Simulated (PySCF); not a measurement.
Compound: CH₆AsNSi₂.
SMILES with atom numbers: `[N:1]#[C:2][SiH2:3][AsH:4][SiH3:5]` (hydrogens: H6, H7 on Si3; H8 on As4; H9, H10, H11 on Si5)

Computed, not measured: PBE0-D3(BJ)/def2-SVP geometry optimisation, gas phase in PySCF.

Q: What internal coordinates does the optimisation give?

A: 
| bond | length (Å) | order |
| --- | --- | --- |
| N1≡C2 | 1.160 | triple |
| C2–Si3 | 1.859 | single |
| Si3–As4 | 2.360 | single |
| As4–Si5 | 2.379 | single |
| Si3–H6, Si3–H7 | 1.490 | single |
| As4–H8 | 1.528 | single |
| Si5–H9, Si5–H10, Si5–H11 | 1.492 | single |

Bonds in one row agree within 0.01 Å and their mean is given. Orders are formal, as drawn. A selection of angles:
| angle | degrees |
| --- | --- |
| N1–C2–Si3 | 177.2 |
| C2–Si3–As4 | 105.7 |
| C2–Si3–H6 | 106.6 |
| As4–Si3–H6 | 114.7 |
| As4–Si3–H7 | 111.6 |
| H6–Si3–H7 | 110.5 |
| Si3–As4–Si5 | 92.9 |
| Si3–As4–H8 | 91.3 |
| Si5–As4–H8 | 92.9 |
| As4–Si5–H9 | 107.4 |
| As4–Si5–H10 | 112.6 |
| H9–Si5–H10 | 109.7 |

Torsions: C2–Si3–As4–Si5 64° (synclinal). The mirror-image conformer, all signs reversed, is as good.

As4 (arsenic bonded to 2 Si and H) is pyramidal (angles 92.9°, 92.9° and 91.3°, sum 277.1°, 1.09 Å off the plane of its three neighbours). Si3 (SiH2 silicon) is distorted tetrahedral (angles from 105.7° to 114.7°). Si5 (SiH3 silicon) is tetrahedral (angles from 107.3° to 112.6°).

Point group: C1 (no symmetry element, even within 0.4 Å). No PBE0-D3(BJ)/def2-SVP frequencies stand behind this structure, so it isn't proved a minimum. The numbers are those of one conformer.
